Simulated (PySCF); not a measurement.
**C: excitation energy**

C [He] 2s2 2p2 (3P) → C [He] 2s1 2p3 (5S), as a difference of total energies. Computed with PySCF 2.14 in aug-cc-pVTZ (5s4p3d2f, 46 functions), with the non-relativistic Hamiltonian (point nucleus). Correlated levels: valence: 1s2 frozen. The calculations carry no spin-orbit coupling.

| method | excitation energy (eV) | error (eV) |
| --- | --- | --- |
| UHF | 2.585 | -1.594 |
| LDA | 4.075 | -0.104 |
| PBE | 4.131 | -0.048 |
| PBE0 | 4.026 | -0.153 |
| r2SCAN | 3.620 | -0.559 |
| M06-L | 3.979 | -0.200 |
| wB97M-V | 4.488 | +0.309 |
| M06-2X | 4.746 | +0.567 |
| B3LYP | 4.692 | +0.513 |
| MP2 (valence) | 3.690 | -0.489 |
| SCS-MP2 (valence) | 4.249 | +0.070 |

Reference: 4.179 eV (measured; NIST levels, between the centres of gravity of the two terms).

Errors of the correlated levels include the incompleteness of this basis and the frozen core.
